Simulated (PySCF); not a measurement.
## Unknowns

Computed data (PySCF 2.14): GFN2-xTB structure, PBE0/pcSseg-1 with gauge-including orbitals. Non-relativistic, gas phase, averaged over atoms made equivalent by symmetry, fast rotation or ring inversion, single conformer.

Referencing at the same level of theory: 1H, 13C against TMS. Where no couplings were computed, multiplicities follow the n + 1 count of equivalent neighbours, and m marks all less simple cases (inequivalent or close neighbours, rings, F or P nearby). Shifts are as computed. Against solution values, carbons near 30 ppm lie about +3 ppm off and those near 130 ppm about +5 ppm. Of 1211 compounds with measured shifts, 218 miss one by over three times the rms of a fit or turn the order of signals round; such compounds aren't used in these exercises.

(1) C4H12Si3. 1H NMR (300 MHz, computed): δ 4.52 (m, 1H), 4.28 (m, 1H), 4.24 (s, 3H), 4.02 (d, 3H), 1.27 (d, 3H), 0.51 (m, 1H). 13C{1H} NMR (computed): δ 119.0, 114.6, 14.3, 1.9. Identify the compound.

(2) C6H10O. 1H NMR (400 MHz, computed): δ 6.52 (d, 1H), 4.64 (m, 1H), 4.30 (m, 1H), 3.98 (m, 1H), 2.35 (m, 1H), 1.57 (m, 1H), 1.39 (m, 1H), 1.04 (d, 3H). 13C{1H} NMR (computed): δ 151.4 (CH), 111.3 (CH), 68.2 (CH2), 35.3 (CH2), 30.3 (CH), 24.0 (CH3). Identify the compound.

Answers

(1) `InChI=1S/C4H12Si3/c1-4(6)7-3-2-5/h4H,7H2,1,5-6H3/t4-/m1/s1`. Rings plus π bonds: 2 (no ring in the answer). 4 carbon signals for 4 carbons: no two carbons are equivalent. Carbon types of the structure: 2 × C, 1 × CH, 1 × CH3, leaving 8 H on heteroatoms. δC 119.0, 114.6: alkyne carbon. δC 14.3: methyl carbon; saturated and bonded to C and H only. δC 1.9: sp3 CH bonded to 2 Si; an electropositive neighbour leaves it electron-rich and shielded. δH 0.51: hydrogen on an sp3 CH bonded to 2 Si; an electropositive neighbour shields it, as in TMS itself.

This is the structure that produced the data.

(2) `C[C@H]1C=COCC1`. The formula gives 2 degrees of unsaturation (1 ring in the answer). 6 carbon signals for 6 carbons: no two carbons are equivalent. Carbon types of the structure: 3 × CH, 2 × CH2, 1 × CH3, which accounts for all hydrogens. δC 151.4: alkene carbon bearing oxygen; an sp2 carbon further deshielded by the attached heteroatom. δC 111.3: β carbon of an enol-ether or enamine type C=C; the O or N lone pair pushes π density onto this β carbon and shields it. δC 68.2: sp3 CH2 bonded to O; the inductive effect lowers its shielding. δC 24.0: methyl carbon; a saturated carbon with 1 carbon neighbour and no heteroatom attached.

The data come from this structure; uniqueness wasn't tested.
